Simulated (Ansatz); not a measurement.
`[Cl][GeH2][GeH3]` + H–F → `[F][GeH2][GeH3]` + HCl at 500 K and 1 bar (ligand exchange at a Ge–Cl bond).

Isolated molecules relaxed with PBE0-D4/def2-TZVP in Ansatz; ΔE leaves out vibrations. CCSD(T)/CBS is the MP2 limit (def2-TZVPP, def2-QZVPP) plus CCSD(T) − MP2 in def2-TZVPP, frozen cores. This one scheme is used for every species. For Ge outer-core shells are correlated without core-valence functions, which leaves a few kJ/mol of doubt a bond. Scalar relativity is left out up to krypton.

```tsv
species	CCSD(T)/CBS energy (Eh)	H − E (kJ/mol)	S (J/(mol·K))
`[Cl][GeH2][GeH3]`	-4615.04400	148.1	406.9
H–F	-100.39570	39.4	188.7
`[F][GeH2][GeH3]`	-4255.04883	149.1	394.8
HCl	-460.38127	32.5	201.9
```

H − E and S are ideal-gas, rigid-rotor, harmonic terms from PBE0-D4/def2-TZVP. 1 Eh = 2625.50 kJ/mol, R = 8.31446 J/(mol·K).

**Question.** By hand: ΔE, ΔH, ΔS and ΔG.

**Answer.** ΔE = (-4255.04883) + (-460.38127) − (-4615.04400) − (-100.39570) = 0.00960 Eh = 25.2 kJ/mol. Δ(H − E) = 149.1 + 32.5 − 148.1 − 39.4 = -5.9, so ΔH = 19.3 kJ/mol. ΔS = 394.8 + 201.9 − 406.9 − 188.7 = 1.1 J/(mol·K). ΔG = 19.3 − 500 × (1.1)/1000 = 18.8 kJ/mol.

**Question.** By hand: the equilibrium constant, and the temperature at which ΔG would vanish if ΔH and ΔS stayed fixed.

**Answer.** log₁₀ K = −ΔG/(RT ln 10) = -2.0. ΔG = 0 at ΔH/ΔS = 17545 K, far beyond where these terms or the molecules hold.

The number of gas molecules stays the same, so ΔS is small and ΔH decides. A doubt of 5 kJ/mol in ΔE shifts log₁₀ K by 0.5 here. These are equilibria of isolated gas molecules and say nothing of rates. Largest T1 diagnostic: 0.012 (customary marks: 0.02 for closed shells, 0.045 for open ones).
